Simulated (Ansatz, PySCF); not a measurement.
Sn(Cl)(OH)3 (ClH3O3Sn), SMILES [OH][Sn]([OH])([OH])[Cl]. Atoms are numbered in the order given.

```xyz
8

O     -0.6694    -1.5545    -1.3573
Sn     0.2949    -0.2953    -0.1873
O      1.2162    -1.3121     1.2277
O      1.6364     0.6749    -1.2567
Cl    -1.2229     1.2321     0.7772
H     -1.1824    -1.0870    -2.0336
H      0.5841    -1.7596     1.8102
H      2.0930     1.3458    -0.7271
```

Coordinates come from a B3LYP-D3(BJ)/def2-SVP optimisation. The structure was generated by enumeration; whether it is a known compound was not checked. The def2 effective core potentials stand for the cores of Sn; spin–orbit coupling is left out. One conformer was computed; it need not be the lowest.

Two levels are set side by side: PBE-D3(BJ)/def2-SVP (Ansatz, an electronic-structure program) and B3LYP-D3(BJ)/def2-SVP (Ansatz). Each level has its own optimised geometry; the coordinates shown are those of the second. Frequencies come from the Hessian of PySCF at each geometry. Differences are taken from unrounded values.

```csv
quantity,B3LYP-D3(BJ)
mean bond length (Å),1.597
bond O1–Sn2 (Å),1.971
bond Sn2–O3 (Å),1.971
bond Sn2–O4 (Å),1.971
bond Sn2–Cl5 (Å),2.359
bond O1–H6 (Å),0.969
bond O3–H7 (Å),0.969
bond O4–H8 (Å),0.969
highest harmonic wavenumber (cm⁻¹),3814
mean harmonic wavenumber (cm⁻¹),969
zero-point energy (kcal/mol),24.94
```

### Question
What does PBE-D3(BJ) give, and how far is it from B3LYP-D3(BJ)? (The exact figures need the calculation; the answer reports its results.)

### Answer

```tsv
quantity	PBE-D3(BJ)	PBE-D3(BJ) minus B3LYP-D3(BJ)
mean bond length (Å)	1.611	0.014
bond O1–Sn2 (Å)	1.989	0.019
bond Sn2–O3 (Å)	1.990	0.019
bond Sn2–O4 (Å)	1.990	0.019
bond Sn2–Cl5 (Å)	2.372	0.012
bond O1–H6 (Å)	0.979	0.010
bond O3–H7 (Å)	0.979	0.010
bond O4–H8 (Å)	0.979	0.010
highest harmonic wavenumber (cm⁻¹)	3695	-119
mean harmonic wavenumber (cm⁻¹)	944	-26
zero-point energy (kcal/mol)	24.28	-0.66
```

GGA bonds tend to be longer and softer than those of functionals with exact exchange. Differences between two approximate levels are no errors against the true value.
